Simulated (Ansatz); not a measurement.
A nudged elastic band was laid between two geometries of AlBH₄S₂ (8 atoms, charge 0, multiplicity 1).

All numbers below come from Ansatz 0.2.0, RKS BLYP-D4/def2-SVP.

* movable images: 9
* climbing image: yes
* spring: 5.0 eV/Å²
* optimiser: quadratic models (default)
* start path: IDPP
* force threshold: 0.05 eV/Å
* iteration limit: 42
* end points: relaxed

First end point:

```xyz
8
Properties=species:S:1:pos:R:3
B -0.832 1.330 -0.298
Al 0.944 0.193 -0.360
S 1.117 -0.794 1.719
S 0.339 -2.185 0.246
H -0.855 2.541 -0.182
H -1.923 0.790 -0.246
H 2.219 0.117 -1.310
H -1.009 -1.993 0.431
```

Last end point:

```xyz
8
Properties=species:S:1:pos:R:3
B -0.822 1.344 -0.291
Al 0.941 0.187 -0.351
S 1.105 -0.822 1.718
S 0.327 -2.195 0.227
H -1.926 0.827 -0.261
H -0.822 2.553 -0.155
H 2.217 0.111 -1.300
H -1.021 -2.006 0.413
```

Question: Which bonds break or form, and what moves?

Answer: No bond is made or broken. The dihedral H5–B1–Al2–S3 goes from 104 to -70°. The two ends are copies of one structure, up to a mirror image or an exchange of like atoms.

Question: What energy profile does the band end with?

Answer: The forces met the threshold. The highest image is number 5 of 0 to 10, 0.084 eV above the ends, which have the same energy within 2 meV. A vibrational analysis at the climbing image gives one clearly imaginary mode, 125i cm⁻¹: a first-order saddle point.

```csv
image,path coordinate (Å),energy (eV),dihedral H5–B1–Al2–S3 (°)
0,0.00,0.000,104
1,0.49,0.012,126
2,0.97,0.034,150
3,1.46,0.055,173
4,1.94,0.072,-166
5,2.43,0.084,-147
6,2.85,0.080,-133
7,3.27,0.062,-119
8,3.69,0.035,-102
9,4.11,0.011,-86
10,4.53,0.000,-70
```

Question: What is the geometry of the highest image?

Answer: 
```xyz
8
Properties=species:S:1:pos:R:3
B -0.805 1.385 0.127
Al 0.990 0.234 0.100
S 1.017 -1.732 1.297
S 0.245 -2.031 -0.710
H -1.153 2.040 -0.838
H -1.577 1.393 1.068
H 2.387 0.614 -0.568
H -1.105 -1.904 -0.475
```

Question: What are the harmonic wavenumbers there?

Answer: 125i, 93, 135, 220, 371, 414, 443, 489, 522, 578, 649, 796, 817, 1119, 1872, 2468, 2487, 2568 cm⁻¹.

Run time: 3.9 min on 1 thread of Intel(R) Xeon(R) Platinum 8375C CPU @ 2.90GHz (Ice Lake) (shared host), peak memory 0.32 GiB.
